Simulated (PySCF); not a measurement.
H3OSi (SMILES [O][SiH3]), doublet, geometry from GFN2-xTB. Base run: TPSS/cc-pVDZ in PySCF.

Geometry (Å):
```xyz
5

O      1.1039    -0.0732    -0.1363
Si    -0.4080     0.0578     0.0447
H     -1.0647     1.3552    -0.1045
H     -0.8865    -0.5991     1.3217
H     -1.1679    -0.9801    -0.7530
```
Charge 0, spin multiplicity 2.
Orbitals are unrestricted.
All else is at PySCF's defaults.

Each row names what was changed in the base input (with any setting that the change needs).

```json
[
 {"change": "base", "E (Eh)": "-366.47230", "HOMO (eV)": "-7.17", "dipole (D)": "1.69", "<S^2>": "0.757"},
 {"change": "functional = pw6b95", "E (Eh)": "-366.77149", "HOMO (eV)": "-8.77", "dipole (D)": "1.59", "<S^2>": "0.760"},
 {"change": "functional = wb97x", "E (Eh)": "-366.39747", "HOMO (eV)": "-11.20", "dipole (D)": "1.39", "<S^2>": "0.760"},
 {"change": "functional = camb3lyp", "E (Eh)": "-366.40519", "HOMO (eV)": "-10.11", "dipole (D)": "1.48", "<S^2>": "0.761"},
 {"change": "functional = blyp", "E (Eh)": "-366.41142", "HOMO (eV)": "-6.76", "dipole (D)": "1.83", "<S^2>": "0.755"},
 {"change": "functional = bp86", "E (Eh)": "-366.45814", "HOMO (eV)": "-7.01", "dipole (D)": "1.87", "<S^2>": "0.755"},
 {"change": "functional = hse06", "E (Eh)": "-366.24442", "HOMO (eV)": "-8.28", "dipole (D)": "1.56", "<S^2>": "0.761"},
 {"change": "functional = pbe; dispersion = d3bjm", "E (Eh)": "-366.19680", "HOMO (eV)": "-6.87", "dipole (D)": "1.87", "<S^2>": "0.755"},
 {"change": "functional = m06", "E (Eh)": "-366.38190", "HOMO (eV)": "-8.63", "dipole (D)": "1.65", "<S^2>": "0.758"},
 {"change": "functional = m062x", "E (Eh)": "-366.36574", "HOMO (eV)": "-10.16", "dipole (D)": "1.38", "<S^2>": "0.761"},
 {"change": "functional = r2scan", "E (Eh)": "-366.36632", "HOMO (eV)": "-7.40", "dipole (D)": "1.72", "<S^2>": "0.762"},
 {"change": "functional = b3lyp; dispersion = d4", "E (Eh)": "-366.45564", "HOMO (eV)": "-8.37", "dipole (D)": "1.62", "<S^2>": "0.759"},
 {"change": "functional = m06l", "E (Eh)": "-366.41415", "HOMO (eV)": "-6.95", "dipole (D)": "1.53", "<S^2>": "0.755"}
]
```

Total energies compare only within one method and basis.

Open shells are given as the SCF converged; they aren't shown to be the lowest states, and a large step between rows can be another state.
